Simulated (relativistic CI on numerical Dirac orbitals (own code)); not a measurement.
Mn⁴⁺: L2,3 absorption edge

Computed with this model: Dirac-Coulomb-Breit CI, separate exchange-only KLI orbitals for each configuration, model QED (radiative potential, 1s self-energy scaled to tabulated hydrogen-like ionisation energies), valence Slater integrals scaled by 0.8, multiplet model of core-to-valence dipole absorption; configurations [Ar] 3d3 → [He] 2s2 2p5 3s2 3p6 3d4; 300 K; Lorentzian 0.6 eV and Gaussian 0.3 eV FWHM. Energies are those of the free ion, without screening or charge transfer. The branching ratio is the share of the lower-energy edge in the whole absorption, uncertain by about 0.02 where the edges overlap. S is read from ⟨S²⟩ = S(S + 1).

Field parameters in Wybourne normalisation: Oh B⁴₀ = 21Dq, B⁴₄ = √(5/14) B⁴₀. The field is a parameter set, without covalency.

Computed curve for Oh, 10Dq = 30150 cm⁻¹, scaled to 100 at the maximum (points under 2 are left out and the grid is thinned):

Energy (eV), Intensity and a bar:
```
    643.2        2.1 
    643.6        2.7 
    643.9        3.4 
    644.3        5.3 #
    644.7       10.2 ###
    645.1       24.9 #######
    645.4       41.3 ############
    645.8       35.9 ###########
    646.2       20.2 ######
    646.6       22.9 ######
    646.9       30.3 #########
    647.3       44.7 #############
    647.7       59.5 ##################
    648.1       52.3 ################
    648.4       49.0 ###############
    648.8       72.7 ######################
    649.2       82.7 #########################
    649.6       84.2 ##########################
    649.9       79.5 ########################
    650.3       77.4 ########################
    650.7       75.9 #######################
    651.1       53.1 ################
    651.4       39.6 ############
    651.8       31.5 #########
    652.2       20.7 ######
    652.6       15.5 ####
    652.9       13.9 ####
    653.3       11.8 ###
    653.7       11.5 ###
    654.1       11.1 ###
    654.4       10.7 ###
    654.8       10.6 ###
    655.2       10.5 ###
    655.6       12.9 ###
    655.9       16.5 #####
    656.3       23.1 #######
    656.7       27.4 ########
    657.1       42.1 ############
    657.4       50.9 ###############
    657.8       51.4 ###############
    658.2       76.7 #######################
    658.6       98.2 ##############################
    658.9       63.6 ###################
    659.3       35.6 ##########
    659.7       37.7 ###########
    660.1       32.2 #########
    660.4       33.4 ##########
    660.8       40.3 ############
    661.2       41.9 ############
    661.6       31.7 #########
    661.9       20.1 ######
    662.3       12.5 ###
    662.7        7.6 ##
    663.1        5.7 #
    663.4        4.8 #
    663.8        3.8 #
    664.2        2.9 
    664.6        2.5 
    664.9        2.5 
    665.3        2.1
```

The ground state has S = 1.50, and the centroid lies at 653.28 eV.
